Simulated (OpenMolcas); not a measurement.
Au2+ among 4 point charges of -1 e arranged as a square (D4h).

```json
{"Program": "OpenMolcas", "Method": "SS-CASPT2, IPEA 0.25 Eh, imaginary shift 0.1 Eh (closed shells correlated: 5s 5p)", "Basis": "ANO-RCC-VTZP [8s7p5d3f1g]", "Scalar Hamiltonian": "DKH2, point nucleus", "Active space": "9 electrons in 5 orbitals (5d)", "State averaging": "2S+1 = 2 even, 5 roots", "Spin-orbit coupling": "state interaction with AMFI integrals over the reference wave functions"}
```

All point charges move together. At R = 2.17 Å the first state of the same spin is 3550 cm-1, and at R = 2.36 Å it is 2410 cm-1.

Question: A third run gives 5370 cm-1. What distance was it run at?

Answer: With a power law R^-n the two known points give n = -ln(2410 / 3550) / ln(2.36 / 2.17) = 4.61. Then R = 2.17 × (3550 / 5370)^(1/4.61) = 1.984 Å. The run was at 1.98 Å, so the estimate is off by +0.004 Å.

Free-ion shares, where given, are those of the reference states; single-state CASPT2 does not remix them. Spin-orbit coupling mixes the spin-free states strongly: the lowest level takes only 66 % from its leading state, 2B1 (holds for R = 2.36). This is an electrostatic model: the charges have no orbitals. No measured value stands beside these numbers.
